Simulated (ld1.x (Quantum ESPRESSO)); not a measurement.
# N, ultrasoft: configuration errors across variants

```
Element                 : nitrogen (N)
Generator               : ld1.x (Quantum ESPRESSO) 7.5
Type                    : ultrasoft
Functional              : PBEsol
Relativity              : scalar-relativistic
Frozen core             : [He]
Valence charge          : 5
Reference configuration : 2s2 2p3
Partial waves           : 2s (bound): rcut 0.95, rcutus 1.10 bohr; 2s channel at 0.1 Ry: rcut 0.95, rcutus 1.10 bohr; 2p (bound): rcut 2.25, rcutus 2.40 bohr; 2p channel at 2.8 Ry: rcut 2.25, rcutus 2.40 bohr
Local potential         : all-electron potential smoothed inside 1.15 bohr (lloc = -1)
Core correction         : none
Augmentation charge     : PSQ, inside the norm-conserving radii
```

All-electron excitation energies from the reference (eV): (1) 2s2 2p2 13.521; (2) 2s2 2p1 42.258; (3) 2s2 2p0 89.143; (4) 2s1 2p3 25.236; (5) 2s0 2p5 22.896; (6) 2s1 2p4 11.434; (7) 2s1 2p0 166.660.

The overlap operator is not positive definite (basis up to 400 Ry) in “augmentation built from norm-conserving waves at rcut, not smoothed further”. Such files are unfit for use, however small their errors in these radial tests.

2 further variants failed, have other tests or too few solved ones, and are left out.

Errors AE − PS in meV (a dash: test not solved or not reliable):

```tsv
change	(1)	(2)	(3)	(4)	(5)	(6)	(7)	bound ghosts
base	+26	+274	+1297	-73	-7.9	-2.5	+2133	none
waves 2s (bound): rcut 0.95, rcutus 1.22 bohr; 2s channel at 0.1 Ry: rcut 0.95, rcutus 1.22 bohr	+26	+274	+1314	-72	-7.5	-2.3	+2155	none
waves 2p (bound): rcut 1.82, rcutus 1.92 bohr; 2p channel at 2.8 Ry: rcut 1.82, rcutus 1.92 bohr	-14	-65	-30	-7.6	-4.4	-1.3	+123	none
augmentation built from norm-conserving waves at rcut, not smoothed further	-137	+94	+2279	-471	-61	-13	+3715	not determined (overlap not positive)
wave 2s channel at 0.1 Ry: rcut 0.95, rcutus 1.10 bohr becomes 2s channel at -0.68 Ry: rcut 0.95, rcutus 1.10 bohr	+26	+274	+1299	-73	-7.9	-2.5	+2134	none
```

(1) Give the same row for: local potential all-electron potential smoothed inside 2.02 bohr (lloc = -1).

Results:

(1) +32, +282, +1292, -64, -7.2, -2.2, +2126; bound ghosts: none.
